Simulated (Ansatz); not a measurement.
Born–Oppenheimer molecular dynamics of BrClH6N2OZr (12 atoms, charge 0, multiplicity 1). It starts at the highest image of a converged band, a first-order saddle point between two minima.

Computed with RHF/def2-SVP in Ansatz 0.2.0.

```
ensemble                      : NVE (velocity Verlet)
time step                     : 0.5 fs
steps asked                   : 200
starting velocities drawn for : 300 K
seed                          : 7787
```

First frame:

```xyz
12
Properties=species:S:1:pos:R:3
Zr -0.366 -0.112 0.008
Cl 0.091 0.082 2.654
O 1.496 -0.244 -0.389
H 2.433 -0.307 -0.431
N -0.903 1.658 -0.830
H -1.839 1.965 -1.030
H -0.255 2.334 -1.197
N -1.113 -1.768 -0.907
H -2.075 -2.056 -0.925
H -0.576 -2.389 -1.487
Br -2.903 -0.131 1.590
H -1.449 0.013 2.482
```

Task: How far do the bonds stretch over the last three quarters of this one trajectory? (Pairs bonded in most of those frames.)

Result: 
| bond | mean (Å) | spread (Å) | shortest | longest |
| --- | --- | --- | --- | --- |
| Zr1–Cl2 | 3.073 | 0.213 | 2.75 | 3.47 |
| Zr1–O3 | 1.923 | 0.039 | 1.86 | 1.99 |
| Zr1–N5 | 2.043 | 0.007 | 2.03 | 2.05 |
| Zr1–N8 | 2.045 | 0.021 | 2.01 | 2.07 |
| Zr1–Br11 | 2.686 | 0.149 | 2.49 | 2.92 |
| Cl2–H12 | 1.287 | 0.039 | 1.23 | 1.35 |
| O3–H4 | 0.940 | 0.004 | 0.93 | 0.95 |
| N5–H6 | 1.006 | 0.015 | 0.98 | 1.03 |
| N5–H7 | 1.008 | 0.020 | 0.98 | 1.04 |
| N8–H9 | 1.007 | 0.021 | 0.97 | 1.04 |
| N8–H10 | 1.009 | 0.029 | 0.96 | 1.05 |

Mean temperature of the second half: 474 K. The conserved energy stayed within 0.29 meV per atom of its start (net change 0.13 meV per atom), so the integration is sound. The kinetic energy rose, since the run started high on the potential surface and went downhill. It ends in pieces (BrH5N2OZr + ClH), so much of that is their flight and rotation, not heat. A run of 0.1 ps of so small a system gives no equilibrium averages. The orbitals stay closed-shell, which can raise the energy where a bond breaks towards radicals; this wasn't checked here.

Time of the run: 6.9 min on 4 threads of Arm Neoverse V2, with other jobs on the host, peak memory 0.49 GiB.
